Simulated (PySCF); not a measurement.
Orbital picture of TeO

PBE0 at R = 1.825 Å; basis Te cc-pVTZ-PP with ECP28, O cc-pVTZ; scalar-relativistic core potentials; PySCF 2.14. State: ³Σ⁻ (triplet), unpaired electrons π ↑↑. Only the outer orbitals are listed, counted within each symmetry, core potentials removing the inner ones.

```csv
spin,orbital,occ.,ε (eV),on Te (%),main shells (%)
α,5σ,1,-27.25,16,"82 O s, 9 Te s"
α,6σ,1,-17.48,84,"81 Te s, 9 O s"
α,3π,1,-10.78,27,"73 O p, 25 Te p"
α,3π,1,-10.78,27,"73 O p, 25 Te p"
α,7σ,1,-10.72,37,"60 O p, 29 Te p"
α,4π,1,-7.06,78,"75 Te p, 22 O p"
α,4π,1,-7.06,78,"75 Te p, 22 O p"
α,8σ,0,-1.14,88,"69 Te p, 15 O p, 14 Te d"
α,9σ,0,2.71,99,94 Te s
α,2δ,0,4.91,100,100 Te d
β,5σ,1,-25.88,19,"78 O s, 11 Te s"
β,6σ,1,-16.04,79,"77 Te s, 12 O s, 9 O p"
β,7σ,1,-10.06,40,"56 O p, 30 Te p, 9 Te s"
β,3π,1,-8.83,38,"61 O p, 35 Te p"
β,3π,1,-8.83,38,"61 O p, 35 Te p"
β,4π,0,-3.44,69,"65 Te p, 31 O p"
β,4π,0,-3.44,69,"65 Te p, 31 O p"
β,8σ,0,-0.59,88,"70 Te p, 15 O p, 12 Te d"
```

Which are the highest filled and the lowest empty level, where do they sit, and how wide is the gap?

Highest filled α 4π at -7.06 eV (in %: 75 Te p, 22 O p); lowest empty β 4π at -3.44 eV (in %: 65 Te p, 31 O p); the gap at PBE0 is 3.62 eV. Both belong to one degenerate shell, split only by its one-sided filling, so this is no excitation gap.

```json
{
 "bond order (Mayer)": "2.02",
 "⟨S²⟩": "2.012",
 "charge on Te (Mulliken, basis-dependent)": "0.41",
 "charge on Te (Löwdin, basis-dependent)": "0.41",
 "dipole moment (positive dipole means Te(−)O(+))": "-2.83 D",
 "polarisability along the bond": "44.3 bohr³",
 "polarisability across the bond": "29.0 bohr³"
}
```

Spin–orbit coupling is left out. The state is the lowest determinant that a PBE0 search found; another state may lie lower at other levels.
